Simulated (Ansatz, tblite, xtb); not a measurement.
C2H4O2Si (SMILES C=C1O[SiH2]O1): methods side by side

C2H4O2Si: 9 atoms, total charge 0, spin state singlet. SMILES: `C=C1O[SiH2]O1`. The shape is that of a PBE0-D4/def2-TZVP optimisation.

Each level gives the dipole moment (D). The values are calculated.

```json
{"level": "IPEA1-xTB", "kind": "semi-empirical", "program": "tblite", "value (D)": "0.60"}
{"level": "GFN2-xTB", "kind": "semi-empirical", "program": "tblite", "value (D)": "1.26"}
{"level": "GFN1-xTB", "kind": "semi-empirical", "program": "tblite", "value (D)": "1.40"}
{"level": "GFN0-xTB", "kind": "semi-empirical", "program": "xtb", "value (D)": "3.33"}
{"level": "HF/STO-3G", "kind": "Hartree–Fock", "program": "Ansatz", "value (D)": "2.76"}
{"level": "HF/3-21G", "kind": "Hartree–Fock", "program": "Ansatz", "value (D)": "2.29"}
{"level": "HF/6-31G* (spherical functions)", "kind": "Hartree–Fock", "program": "Ansatz", "value (D)": "2.16"}
{"level": "HF/6-31G** (spherical functions)", "kind": "Hartree–Fock", "program": "Ansatz", "value (D)": "2.18"}
{"level": "HF/def2-SVP", "kind": "Hartree–Fock", "program": "Ansatz", "value (D)": "2.16"}
{"level": "B3LYP/6-31G* (spherical functions)", "kind": "global hybrid", "program": "Ansatz", "value (D)": "2.01"}
```

The values span 0.60 to 3.33 D. Magnitudes only: a small dipole may point the other way at some levels. Sets without polarisation functions give poor dipoles. Without the sets that lack polarisation functions the rows with a basis span only 2.01 to 2.18 D.
